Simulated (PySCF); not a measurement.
**Relaxation of quartet InN₂**

Level of theory: PySCF, UPBE0, basis In def2-TZVP with ECP28, N def2-TZVP (scalar-relativistic core potentials, no spin–orbit coupling, density fitting). A (50,194) grid was used.

A hand-made linear start, of D∞h symmetry, held to at least that symmetry:

```xyz
3
charge 0 multiplicity 4, angstrom
In    0.0000    0.0000    0.0000
N     0.0000    0.0000    1.9600
N     0.0000    0.0000   -1.9600
```

Problem. What does it relax to?

Solution. It ends at D∞h with In–N 1.986 Å (×2); N–In–N 180.0°. A frequency run shows a minimum.

Problem. How much energy is released, and in how many steps?

Solution. 1.2 kJ/mol in 3 steps.

Spin–orbit coupling, left out here, can matter for elements this heavy.
